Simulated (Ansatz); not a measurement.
# Energy on a grid of two coordinates

ScH$_{2}$O$_{2}$F (SMILES [OH][Sc]([OH])[F]), singlet, PBE0-D4/def2-TZVP minimum:

```
6
angstrom
O -0.5189 1.3174 -0.9056
Sc -0.1463 -0.3793 -0.2374
O 0.8256 -0.6431 1.3280
F -0.7661 -1.8628 -1.1648
H -0.6801 2.2079 -1.2009
H 1.3279 -0.7040 2.1344
```

Rows set the bond length Sc2–F4 (Å; 1.856 at the minimum), columns the angle O3–Sc2–F4 (°; 118.8), set in this order; the parts move rigidly, in a bend the first-named atom's side turns in the plane, and in a torsion the whole end group turns. CCSD(T) energies count from the value at that structure, in eV. Computed with Ansatz 0.2.0 (basis: def2-TZVPP); correlated methods freeze the cores.

| Sc2–F4 \ O3–Sc2–F4 | 94.8 | 106.8 | 118.8 | 130.8 | 142.8 |
| --- | --- | --- | --- | --- | --- |
| 1.596 | 1.539 | 1.332 | 1.320 | 1.471 | 1.795 |
| 1.731 | 0.551 | 0.316 | 0.265 | 0.372 | 0.652 |
| 1.928 | 0.366 | 0.116 | ? | 0.098 | 0.338 |
| 2.158 | 0.932 | 0.682 | 0.580 | 0.623 | 0.837 |
| 2.413 | ? | ? | 1.470 | 1.501 | 1.701 |

(1) Fill in the withheld cells. (To be estimated.)

No T1 diagnostic of these runs exceeds 0.020.

## Answers

(1) Computed: (1.928, 118.8): 0.032; (2.413, 94.8): 1.814; (2.413, 106.8): 1.576 eV. These count from the CCSD(T) energy at the PBE0-D4 minimum.

The same grid for a cheaper method: PBE-D4 − CCSD(T), both counted from the minimum, in eV:
| Sc2–F4 \ O3–Sc2–F4 | 94.8 | 106.8 | 118.8 | 130.8 | 142.8 |
| --- | --- | --- | --- | --- | --- |
| 1.596 | -0.113 | -0.100 | -0.100 | -0.105 | -0.120 |
| 1.731 | -0.038 | -0.022 | -0.021 | -0.025 | -0.042 |
| 1.928 | -0.022 | -0.006 | -0.003 | -0.009 | -0.028 |
| 2.158 | -0.071 | -0.056 | -0.055 | -0.063 | -0.085 |
| 2.413 | -0.155 | -0.139 | -0.140 | -0.151 | -0.175 |

For scale, one of the runs: CCSD(T)/def2-TZVPP, 185 basis functions (an equivalent command: `ansatz run in.yaml --threads 4`). Time: 63 s of wall clock on 4 CPU threads; the host was shared. Peak host memory: 2.2 GiB.
